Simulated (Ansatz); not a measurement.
Input file for Ansatz (an electronic-structure program): R-CCSD(T)/def2-QZVPP on BO+, 2S+1 = 1, a spin state set in the input, which need not be the lowest, a point of a bond scan (R = 1.190 Å). Charge +1. Files ending in .json are basis or fitting sets from the Basis Set Exchange.

Ansatz 0.2 input:
```yaml
crystal:
  periodic: [false, false, false]
  atoms:
    - {symbol: B, position_ang: [0.00000000, 0.00000000, 0.00000000]}
    - {symbol: O, position_ang: [0.00000000, 0.00000000, 1.18981800]}
basis:
  gaussian:
    orbitals: def2-QZVPP.json
    pivot_positions_ang: [[0.00000000, 0.00000000, 0.00000000], [0.00000000, 0.00000000, 1.18981800]]
total_charge: 1
magnetization: {spin_polarized: false}
correlation: {method: ccsd_t, electrons: valence}
output: {orbitals: {seedname: ./end}}
```

### Question
What total energy does the run end on?

### Answer
-99.4215 hartree (reference determinant -99.0759, T1 diagnostic 0.049).
